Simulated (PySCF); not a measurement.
**FeH₂, singlet: molecular constants**

Method: PBE0/[Fe def2-TZVP, H def2-TZVP], no relativity, density fitting, PySCF.

The structure is a minimum.

Coordinates in bohr (charge 0 multiplicity 1):
```
Fe    0.0000    0.0000   -0.0615
H     2.2300    0.0000    1.7079
H    -2.2300    0.0000    1.7079
```

| Item | Value |
| --- | --- |
| Point group | C2v |
| Bond lengths | Fe–H 1.506 Å (×2) |
| Bond angles | H–Fe–H 103.1° |
| Rotational constants | 9.883, 6.006, 3.736 cm⁻¹ |
| Heat capacity Cp at 298.15 K | 36.5 J/(mol K) |
| Entropy at 298.15 K and 1 bar | 216.1 J/(mol K) |
| Enthalpy at 298.15 K above 0 K | 10.17 kJ/mol |
| Rotational symmetry number | 2 |
| Principal polarisabilities | 20.0, 34.0, 35.7 bohr³ |
| Lowest empty level | -2.28 eV |
| Principal quadrupole moments (Buckingham, traceless) about the centre of mass | -2.76, -1.06, 3.83 D Å |
| Highest occupied level | -6.34 eV |
| Atomisation energy without zero-point energy | 224 kJ/mol |
| Zero-point energy | 27.5 kJ/mol |
| Dipole moment | 3.03 D |

Harmonic modes (masses in u: Fe 55.935, H 1.008):
```
symmetry  ω (cm⁻¹)  IR (km/mol)
      a1       745         94.9
      b2      1894          367
      a1      1964         81.1
```

In C2v the vibrations span 2a1 + b2. Here b1 is antisymmetric to the molecular plane and b2 lies in it.

Charges (e):
```csv
atom,Mulliken,Löwdin,polar tensor,Mayer order to Fe1
Fe1,0.23,0.18,0.73,–
"H2,3",-0.12,-0.09,-0.36,1.00
```

Mulliken populations on Fe1: s 6.67, p 12.20, d 6.90, f 0.00.

Only a few start shapes were tried, so a lower isomer may exist. At this level a quintet minimum of D∞h symmetry lies 261 kJ/mol below this structure. At the minimum of this search the closed-shell solution is unstable towards spin polarisation, so a lower open-shell solution exists.

The final relaxation and frequency run took of the order of 12 core-seconds on a shared host.
